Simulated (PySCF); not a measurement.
**Which orbitals make which state**

Species: CH10AlNSi2.
SMILES with atom numbers: `[CH3:1][AlH:2][N:3]([SiH3:4])[SiH3:5]` (hydrogens: H6, H7, H8 on C1; H9 on Al2; H10, H11, H12 on Si4; H13, H14, H15 on Si5)

Method used: TDDFT PBE0/def2-SVPD, vertical, gas phase, core orbitals frozen in the response in PySCF. Geometry: PBE0-D3(BJ)/def2-SVP; no solvent, vibrations or thermal averaging. Torsions of this conformer, `[CH3:1][AlH:2][N:3]([SiH3:4])[SiH3:5]`: C1–Al2–N3–Si4 -2°.

Orbital energies (eV): HOMO-3 -9.32, HOMO-2 -9.03, HOMO-1 -8.15, HOMO -7.72, LUMO -0.77, LUMO+1 -0.27, LUMO+2 0.30.

Computed singlets:

```
state  E (eV)       f
   S1    5.88  0.0060
   S2    5.96   0.083
   S3    6.14  0.0077
   S4    6.90  0.0094
   S5    6.91   0.038
   S6    6.96   0.016
```

Which orbital pair leads each of S1, S2, S3, S5 and S6, and how does its energy difference Δε compare with the excitation energy?

```tsv
state	leading configuration	weight	Δε (eV)	E (eV)	E − Δε (eV)	f	other configurations
S1	HOMO-1→LUMO	0.92	7.38	5.88	-1.50	0.0060	–
S2	HOMO→LUMO	0.92	6.96	5.96	-1.00	0.083	–
S3	HOMO→LUMO+1	0.94	7.45	6.14	-1.31	0.0077	–
S5	HOMO-1→LUMO+1	0.84	7.88	6.91	-0.98	0.038	H→L+2 (9%)
S6	HOMO-2→LUMO	0.92	8.27	6.96	-1.30	0.016	–
```

E − Δε runs from -1.50 to -0.98 eV. By orbital difference alone the order would be S2, S1, S3, S5, S6.

H and L stand for HOMO and LUMO. The other states: S4 6.90 eV, f 0.0094, H→L+2 (58%), H→L+3 (18%), H-1→L+1 (14%).

Summed over the main configurations (up to three a state, each over 8%) of all 6 singlets, the electron leaves HOMO with weight 2.71, HOMO-1 with weight 1.90 and HOMO-2 with weight 0.92.
